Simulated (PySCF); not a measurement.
CH₄GeOSi, CH₅GeOSi, CH₃ClGeSi, C₂H₈GeSi and others (calculated)

Calculation on a computer-drawn molecule: the log of a Hartree-Fock and frozen-core CCSD(T) single point meant for a local Hartree-Fock minimum, with one planted fault or none, to be diagnosed. Offsets are logged minus clean, where the clean run is the same molecule without the fault. The reference is restricted for singlets and unrestricted otherwise, and also for a bond in bohr or an excited solution. Adding or removing an electron swaps singlet and doublet. The excited solution moves the top pair (singlet) or top alpha electron (doublet) to the lowest empty orbital. Highest occupied and lowest empty are orbital energies over both spins, largest force is the largest gradient component, triples share is (T) over the correlation energy, the T1 limit is 0.02 restricted and 0.045 unrestricted, electrons count all cores, a negative frequency is imaginary (commonest isotopes), and the dipole is about the centre of nuclear charge; on germanium a core potential holds 10 electrons, which the energies leave out, and 3d is frozen in MP2 and coupled-cluster steps. Program: PySCF 2.14.0.

Common to all runs: meant multiplicity 1; meant basis and core potential on germanium cc-pVDZ-PP ECP10MDF; logged SCF converged yes; logged CC converged yes; logged SCF stable within its kind yes; possible faults no fault, one electron removed, one electron added, multiplicity raised by two, geometry at a saddle point, SCF held on an excited solution, minimal basis STO-3G, one bond length entered in bohr, all coordinates scaled.

```json
{"entry": 1, "formula": "CH4GeOSi", "logged_structure": {"atoms_angstrom": [["C", -1.5164, -2.7287, -0.9199], ["Ge", -0.8689, -1.1144, -0.7374], ["O", -0.6759, -0.3201, 0.8282], ["Si", -1.4084, -0.1621, 2.3012], ["H", -1.8351, -3.3222, -0.0741], ["H", -1.5956, -3.1626, -1.9078], ["H", -0.3762, -0.1483, -1.7871], ["H", -0.3043, 0.6403, 2.9825]]}, "given": {"meant_charge": 0, "meant_basis": "cc-pV(D+d)Z", "logged_electrons": 65, "logged_basis_functions": 94, "logged_spin_squared": 0.7814, "logged_highest_occupied [eV]": -0.30933, "logged_lowest_empty [eV]": 6.4754, "logged_largest_force [hartree/bohr]": 0.088087, "logged_T1_diagnostic": 0.023775, "logged_D1_diagnostic": 0.1163, "logged_triples_share": 0.032187, "logged_dipole_magnitude [debye]": 10.053, "logged_energy_HF [hartree]": -697.297, "logged_energy_CCSD(T) [hartree]": -697.8592, "drawn_bonds_atom": [1, 2, 3, 1, 1, 2, 4], "drawn_bonds_other_atom": [2, 3, 4, 5, 6, 7, 8], "drawn_bonds_order": [2, 1, 1, 1, 1, 1, 1]}, "results": {"planted_fault": "one electron added", "HF_energy_offset_from_clean_run [kcal/mol]": 11.35, "CCSD(T)_energy_offset_from_clean_run [kcal/mol]": 8.233}}
{"entry": 2, "formula": "CH5GeOSi", "logged_structure": {"atoms_angstrom": [["C", -0.2564, -1.5415, -1.193], ["Ge", -0.7815, -1.055, 0.4286], ["Si", -3.0512, -0.4968, 0.4766], ["O", -3.9841, -0.5546, -0.7986], ["H", 1.6763, -2.0954, -1.5876], ["H", -0.9358, -1.5646, -2.0357], ["H", -0.013, -0.955, 1.715], ["H", -3.8183, -0.054, 1.6377], ["H", -3.7935, -0.7999, -1.6961]]}, "given": {"meant_charge": 1, "meant_basis": "cc-pV(D+d)Z", "logged_electrons": 64, "logged_basis_functions": 99, "logged_spin_squared": 1.4323, "logged_highest_occupied [eV]": -13.484, "logged_lowest_empty [eV]": -4.9149, "logged_largest_force [hartree/bohr]": 0.038468, "logged_T1_diagnostic": 0.069018, "logged_D1_diagnostic": 0.24364, "logged_triples_share": 0.039092, "logged_dipole_magnitude [debye]": 1.7894, "logged_energy_HF [hartree]": -697.55489, "logged_energy_CCSD(T) [hartree]": -698.08437, "drawn_bonds_atom": [1, 2, 3, 1, 1, 2, 3, 4], "drawn_bonds_other_atom": [2, 3, 4, 5, 6, 7, 8, 9], "drawn_bonds_order": [2, 1, 1, 1, 1, 1, 1, 1]}, "results": {"planted_fault": "one bond length entered in bohr, row 4 of the drawn bonds", "HF_energy_offset_from_clean_run [kcal/mol]": 71.85, "CCSD(T)_energy_offset_from_clean_run [kcal/mol]": 90.4}, "notes": ["T1 above single-reference limit"]}
{"entry": 3, "formula": "CH3ClGeSi", "logged_structure": {"atoms_angstrom": [["C", -0.9095, 0.3136, -0.599], ["Ge", 0.6257, -0.6339, -0.6422], ["Si", 2.3251, -0.5814, 1.1544], ["Cl", 1.3272, 0.79, 2.4499], ["H", -1.6557, 0.2792, -1.407], ["H", -1.1469, 0.9651, 0.2542], ["H", 0.8837, -1.5297, -1.8842]]}, "given": {"meant_charge": 0, "meant_basis": "cc-pV(D+d)Z", "logged_electrons": 72, "logged_basis_functions": 98, "logged_spin_squared": 0.0, "logged_highest_occupied [eV]": -8.1862, "logged_lowest_empty [eV]": -0.44305, "logged_largest_force [hartree/bohr]": 0.008911, "logged_T1_diagnostic": 0.017581, "logged_D1_diagnostic": 0.059745, "logged_triples_share": 0.039274, "logged_dipole_magnitude [debye]": 1.3965, "logged_energy_HF [hartree]": -1081.37829, "logged_energy_CCSD(T) [hartree]": -1081.90075, "drawn_bonds_atom": [1, 2, 3, 1, 1, 2], "drawn_bonds_other_atom": [2, 3, 4, 5, 6, 7], "drawn_bonds_order": [2, 1, 1, 1, 1, 1]}, "results": {"planted_fault": "all coordinates scaled, by +1.5 %", "HF_energy_offset_from_clean_run [kcal/mol]": 0.9371, "CCSD(T)_energy_offset_from_clean_run [kcal/mol]": -0.6717}}
{"entry": 4, "formula": "C2H8GeSi", "logged_structure": {"atoms_angstrom": [["C", 1.0422, 0.4589, -1.9481], ["Ge", -0.4188, 0.0377, -0.8968], ["C", -0.3833, 0.2953, 1.1356], ["Si", -2.5063, -0.8698, -1.9323], ["H", 2.0055, 0.8724, -1.5153], ["H", 1.0202, 0.3157, -3.072], ["H", -1.2025, 1.0219, 1.4591], ["H", 0.63, 0.7136, 1.4514], ["H", -0.5559, -0.7008, 1.6662], ["H", -3.7065, 0.0649, -1.6346], ["H", -2.3015, -0.9762, -3.4625], ["H", -2.8293, -2.2716, -1.3548]]}, "given": {"meant_charge": 0, "meant_basis": "cc-pV(D+d)Z", "logged_electrons": 66, "logged_basis_functions": 114, "logged_spin_squared": 0.0, "logged_highest_occupied [eV]": -7.7446, "logged_lowest_empty [eV]": 2.0483, "logged_largest_force [hartree/bohr]": 0.032432, "logged_T1_diagnostic": 0.013598, "logged_D1_diagnostic": 0.045688, "logged_triples_share": 0.035919, "logged_dipole_magnitude [debye]": 1.4318, "logged_energy_HF [hartree]": -662.63359, "logged_energy_CCSD(T) [hartree]": -663.21147, "drawn_bonds_atom": [1, 2, 2, 1, 1, 3, 3, 3, 4, 4, 4], "drawn_bonds_other_atom": [2, 3, 4, 5, 6, 7, 8, 9, 10, 11, 12], "drawn_bonds_order": [2, 1, 1, 1, 1, 1, 1, 1, 1, 1, 1]}, "results": {"planted_fault": "all coordinates scaled, by +4.6 %", "HF_energy_offset_from_clean_run [kcal/mol]": 13.32, "CCSD(T)_energy_offset_from_clean_run [kcal/mol]": 6.201}}
{"entry": 5, "formula": "CH6GeN2", "logged_structure": {"atoms_angstrom": [["C", 0.5118, 3.0949, -0.401], ["Ge", 0.0431, 1.4075, -0.5056], ["N", 0.4274, 0.0863, 0.6692], ["N", -0.9275, 0.6166, -1.8116], ["H", 0.1256, 3.8227, -1.1014], ["H", 1.1942, 3.4352, 0.3657], ["H", 1.0584, 0.3314, 1.4107], ["H", 0.7156, -0.7837, 0.2571], ["H", -1.6338, -0.0233, -1.4931], ["H", -1.32, 1.2344, -2.4989]]}, "given": {"meant_charge": 0, "meant_basis": "cc-pVDZ", "logged_electrons": 58, "logged_basis_functions": 95, "logged_spin_squared": 2.0215, "logged_highest_occupied [eV]": -3.7706, "logged_lowest_empty [eV]": 1.6755, "logged_largest_force [hartree/bohr]": 0.11119, "logged_T1_diagnostic": 0.015079, "logged_D1_diagnostic": 0.082775, "logged_triples_share": 0.026352, "logged_dipole_magnitude [debye]": 1.3951, "logged_energy_HF [hartree]": -443.49443, "logged_energy_CCSD(T) [hartree]": -444.09672, "drawn_bonds_atom": [1, 2, 2, 1, 1, 3, 3, 4, 4], "drawn_bonds_other_atom": [2, 3, 4, 5, 6, 7, 8, 9, 10], "drawn_bonds_order": [2, 1, 1, 1, 1, 1, 1, 1, 1]}, "results": {"planted_fault": "multiplicity raised by two", "HF_energy_offset_from_clean_run [kcal/mol]": 68.34, "CCSD(T)_energy_offset_from_clean_run [kcal/mol]": 87.5}}
```
